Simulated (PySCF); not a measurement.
Spin states of Sn₂

Unrestricted PBE0; basis Sn x2c-TZVPPall; spin-free X2C with a Gaussian nucleus; PySCF 2.14. Outer shells of the fragments: Sn 4d10 5s2 5p2; Sn 4d10 5s2 5p2.

Followed along the bond (rough minima from three points):

```
2Ms+1  unpaired  ⟨S²⟩ at the start  R at minimum (Å)  Te (eV)
    3      π ↑↑               2.00              2.76     0.00
    1      π ↑↓               1.01              2.76     0.17
    3  σ ↑, π ↑               2.01              2.63     0.27
    1  σ ↓, π ↑               1.01              2.63     0.45
    1      none               0.00              2.78     0.69
```

Solutions found at the starting distance of 2.700 Å, counted from the lowest of them; the search is not exhaustive and high or unbound solutions are not listed, so other states can lie among these:

```
2Ms+1    unpaired   term  E (eV)  ⟨S²⟩  ⟨Lz²⟩
    3        π ↑↑    ³Σ⁻    0.00  2.00   0.00
    1        π ↑↓  mixed    0.18  1.01   2.01
    3    σ ↑, π ↑     ³Π    0.27  2.01   1.01
    1    σ ↓, π ↑  mixed    0.46  1.01   1.00
    1        none  mixed    0.70  0.00   2.00
    5  σ ↑, π ↑↑↑     ⁵Π    1.08  6.00   1.01
```

A term symbol is given only where ⟨S²⟩ and ⟨Lz²⟩ are close to those of a pure state; real π, δ and φ orbitals otherwise mix terms, and g/u labels are left off.

Spin–orbit coupling is left out.
